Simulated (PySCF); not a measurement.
Two-photon absorption: `C(/OC)(Br)=C/[S@](C)=O`, C$_{4}$H$_{7}$BrO$_{2}$S

Molfile (atoms numbered from 1):
```
C4H7BrO2S
     RDKit          3D

 15 14  0  0  0  0  0  0  0  0999 V2000
   -1.8454    1.0687    1.6059 C   0  0  0  0  0  0  0  0  0  0  0  0
   -0.8233    0.6269    0.7330 O   0  0  0  0  0  0  0  0  0  0  0  0
   -0.9157   -0.5748    0.1590 C   0  0  0  0  0  0  0  0  0  0  0  0
   -2.6915   -1.2485   -0.2198 Br  0  0  0  0  0  0  0  0  0  0  0  0
    0.1433   -1.2634   -0.2330 C   0  0  0  0  0  0  0  0  0  0  0  0
    1.8192   -0.6881    0.1980 S   0  0  0  0  0  4  0  0  0  0  0  0
    1.9327    0.4636   -1.2476 C   0  0  0  0  0  0  0  0  0  0  0  0
    2.6925   -1.8140   -0.1157 O   0  0  0  0  0  0  0  0  0  0  0  0
   -1.4861    2.0058    2.0250 H   0  0  0  0  0  0  0  0  0  0  0  0
   -2.7786    1.2436    1.0635 H   0  0  0  0  0  0  0  0  0  0  0  0
   -2.0210    0.3482    2.4085 H   0  0  0  0  0  0  0  0  0  0  0  0
    0.0852   -2.2006   -0.7556 H   0  0  0  0  0  0  0  0  0  0  0  0
    2.9388    0.8698   -1.2640 H   0  0  0  0  0  0  0  0  0  0  0  0
    1.7393   -0.0831   -2.1637 H   0  0  0  0  0  0  0  0  0  0  0  0
    1.2061    1.2538   -1.1004 H   0  0  0  0  0  0  0  0  0  0  0  0
  1  2  1  0
  2  3  1  0
  3  4  1  0
  3  5  2  0
  5  6  1  0
  6  7  1  6
  6  8  2  0
  1  9  1  0
  1 10  1  0
  1 11  1  0
  5 12  1  0
  7 13  1  0
  7 14  1  0
  7 15  1  0
M  END
```

Computed with TDDFT LC-wPBE/def2-SVPD excited states, vertical, gas phase in PySCF 2.14.0. Geometry: GFN2-xTB.

The calculation is non-relativistic, which matters for the atoms heavier than Zn.

(1) How strongly do the lowest singlets absorb one photon, and two photons of half the energy?

## Answers

(1) δ for parallel linear polarisation; σ at the peak of a Lorentzian of half width 0.1 eV, single beam; Ω is circular over linear.
| state | E (eV) | f | photon λ (nm) | δ (au) | σ (GM) | Ω | main |
| --- | --- | --- | --- | --- | --- | --- | --- |
| S1 | 5.39 | 0.004 | 460 | 2.52 | 0.03 | 1.25 | HOMO→LUMO 0.33, HOMO−1→LUMO 0.31 |
| S2 | 5.65 | 0.156 | 439 | 17.2 | 0.20 | 1.39 | HOMO→LUMO+1 0.75 |
| S3 | 6.16 | 0.041 | 402 | 8.42 | 0.12 | 0.42 | HOMO→LUMO+10 0.24, HOMO→LUMO+4 0.24 |
| S4 | 6.46 | 0.041 | 384 | 94 | 1.44 | 0.58 | HOMO−1→LUMO+1 0.31, HOMO−3→LUMO 0.24 |
| S5 | 6.58 | 0.184 | 377 | 19.7 | 0.31 | 0.36 | HOMO−1→LUMO+1 0.42, HOMO−3→LUMO 0.25 |

Among these, the strongest one-photon state is S5, the strongest two-photon state S4, with a dipole change of 1.0 D (relaxed, norm of the difference vector).
